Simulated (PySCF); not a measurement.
C₂H₅BBrF, SMILES CCB(F)Br. Coordinates come from a PBE0-D3(BJ)/def2-SVP optimisation. This is a generated structure with no PubChem entry under its InChIKey; it may be hypothetical. Other conformers were not sampled.

Computed equilibrium geometry at PBE0-D3(BJ)/def2-SVP (PySCF confirms it by a frequency run) as bond lengths and angles, and its point group (one conformer of several):
point group Cs.
Atoms: B1 F2 Br3 C4 C5 H6 H7 H8 H9 H10. Bonds (Å): B1–F2 1.318, B1–Br3 1.925, B1–C4 1.561, C4–C5 1.524, C4–H6 1.106, C4–H7 1.106, C5–H8 1.101, C5–H9 1.101, C5–H10 1.100. Bond angles (°): F2–B1–Br3 116.4, F2–B1–C4 122.1, Br3–B1–C4 121.5, B1–C4–C5 115.6, B1–C4–H6 107.0, B1–C4–H7 107.0, C5–C4–H6 111.4, C5–C4–H7 111.4, H6–C4–H7 103.5, C4–C5–H8 111.5, C4–C5–H9 111.5, C4–C5–H10 111.5, H8–C5–H9 107.0, H8–C5–H10 107.5, H9–C5–H10 107.5.
